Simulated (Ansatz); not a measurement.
Z-matrix (Å, degrees):
```
Si
H 1 1.4768
H 1 1.4768 2 112.24
Cl 1 2.0439 2 108.44 3 119.78
I 1 2.4274 2 108.45 3 -119.79
```
Charge +1, spin multiplicity 2.

Level of theory: frozen-core CCSD(T)/def2-TZVPP // PBE0-D4/def2-TZVP (Ansatz, a first-principles code). The geometry is that of the parent before the electron was removed.

```json
{
 "HF energy": "-1046.03121 Ha",
 "MP2 correlation energy": "-0.77155 Ha"
}
```

**Question.** Estimate the CCSD correlation energy, the (T) correction, the total energy and the T1 diagnostic.

**Answer.** 
The CCSD correlation energy is -0.77949 Ha and the (T) correction comes out as -0.02222 Ha. The CCSD(T) total energy is -1046.83292 Ha and the T1 diagnostic comes out as 0.013.
